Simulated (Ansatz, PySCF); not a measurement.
C3H3ClF2, SMILES C(F)(F)/C=C/Cl. Atoms are numbered in the order given.

```xyz
9

F     -1.9093    -1.5076     0.5994
C     -1.3398    -0.3039     0.8410
F     -1.9992     0.6243     0.1141
C      0.1091    -0.3461     0.4810
C      0.6482     0.5150    -0.3785
Cl     2.3089     0.5040    -0.8124
H     -1.4967    -0.0711     1.9108
H      0.7085    -1.1207     0.9668
H      0.0618     1.2950    -0.8691
```

Coordinates come from a PBE0-D3(BJ)/def2-SVP optimisation. The values are those of a single conformer.

Two levels are set side by side: PBE-D3(BJ)/def2-SVP (Ansatz, a quantum-chemistry and plane-wave program) and PBE0-D3(BJ)/def2-SVP (Ansatz). Each level has its own optimised geometry; the coordinates shown are those of the second. Frequencies come from the Hessian of PySCF at each geometry. Differences are taken from unrounded values.

```json
[
 {"quantity": "mean bond length (Å)", "PBE0-D3(BJ)": "1.317"},
 {"quantity": "bond F1–C2 (Å)", "PBE0-D3(BJ)": "1.353"},
 {"quantity": "bond C2–F3 (Å)", "PBE0-D3(BJ)": "1.351"},
 {"quantity": "bond C2–C4 (Å)", "PBE0-D3(BJ)": "1.494"},
 {"quantity": "bond C4–C5 (Å)", "PBE0-D3(BJ)": "1.331"},
 {"quantity": "bond C5–Cl6 (Å)", "PBE0-D3(BJ)": "1.717"},
 {"quantity": "bond C2–H7 (Å)", "PBE0-D3(BJ)": "1.106"},
 {"quantity": "bond C4–H8 (Å)", "PBE0-D3(BJ)": "1.093"},
 {"quantity": "bond C5–H9 (Å)", "PBE0-D3(BJ)": "1.092"},
 {"quantity": "highest harmonic wavenumber (cm⁻¹)", "PBE0-D3(BJ)": "3242"},
 {"quantity": "mean harmonic wavenumber (cm⁻¹)", "PBE0-D3(BJ)": "1195"},
 {"quantity": "zero-point energy (kcal/mol)", "PBE0-D3(BJ)": "35.89"}
]
```

### Question
What does PBE-D3(BJ) give, and how far is it from PBE0-D3(BJ)? (An estimate is asked for; the answer gives what the named calculation found.)

### Answer

```
quantity                            PBE-D3(BJ)  PBE-D3(BJ) minus PBE0-D3(BJ)
----------------------------------  ----------  ----------------------------
mean bond length (Å)                     1.329                         0.012
bond F1–C2 (Å)                           1.372                         0.019
bond C2–F3 (Å)                           1.368                         0.018
bond C2–C4 (Å)                           1.501                         0.007
bond C4–C5 (Å)                           1.343                         0.012
bond C5–Cl6 (Å)                          1.728                         0.012
bond C2–H7 (Å)                           1.117                         0.011
bond C4–H8 (Å)                           1.101                         0.008
bond C5–H9 (Å)                           1.100                         0.008
highest harmonic wavenumber (cm⁻¹)        3146                           -96
mean harmonic wavenumber (cm⁻¹)           1146                           -49
zero-point energy (kcal/mol)             34.41                         -1.48
```

GGA bonds tend to be longer and softer than those of functionals with exact exchange. Differences between two approximate levels are no errors against the true value.
